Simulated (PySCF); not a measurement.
C3H9B, SMILES CB(C)C (connectivity only; charge and spin as stated), charge +1, multiplicity 2. Atoms are numbered in the order given.

```xyz
13

B      0.1343    -0.0151     0.0000
C     -0.8898     0.0020     1.2542
H     -0.5956    -0.9682     1.7027
H     -0.4631     0.8836     1.7751
H     -1.9761     0.0825     1.1559
C      1.6527    -0.0078     0.0000
H      2.0896    -0.4743    -0.8974
H      1.9809     1.0511     0.0000
H      2.0896    -0.4743     0.8974
C     -0.8898     0.0020    -1.2542
H     -0.4631     0.8836    -1.7751
H     -0.5956    -0.9682    -1.7027
H     -1.9761     0.0825    -1.1559
```
Charge +1, spin multiplicity 2.

The structure is a stationary point at PBE0-D3(BJ)/def2-SVP. The spin state was assumed, not searched. The isomer is the one that the SMILES or the coordinates give; other isomers of the formula were not compared.

These are PBE0/pcH-1 in PySCF values and carry that method's errors.

Unrestricted Kohn–Sham, ⟨S²⟩ = 0.754. Hyperfine tensors hold the contact and dipolar terms, without spin-orbit corrections.

Computed hyperfine couplings:
```
nucleus     A(iso) (MHz)  A(iso) (G)  dipolar principal values (MHz)
----------  ------------  ----------  ------------------------------
11B no. 1          -51.2       -18.3              -26.7, -21.3, 47.9
13C no. 2           73.2        26.1              -38.8, -35.9, 74.7
1H no. 3            59.8        21.3               -17.4, -4.2, 21.6
1H no. 4            77.5        27.7               -17.5, -4.9, 22.4
1H no. 5           -10.3        -3.7               -17.5, -7.5, 25.0
13C no. 6          -10.5        -3.7                 -1.9, -0.3, 2.2
1H no. 7            34.1        12.2                 -2.9, -1.8, 4.7
1H no. 8            -1.7        -0.6                 -2.6, -1.6, 4.2
1H no. 9            34.1        12.2                 -2.9, -1.8, 4.7
13C no. 10          73.2        26.1              -38.8, -35.9, 74.7
1H no. 11           77.5        27.7               -17.5, -4.9, 22.4
1H no. 12           59.8        21.3               -17.4, -4.2, 21.6
1H no. 13          -10.3        -3.7               -17.5, -7.5, 25.0
```
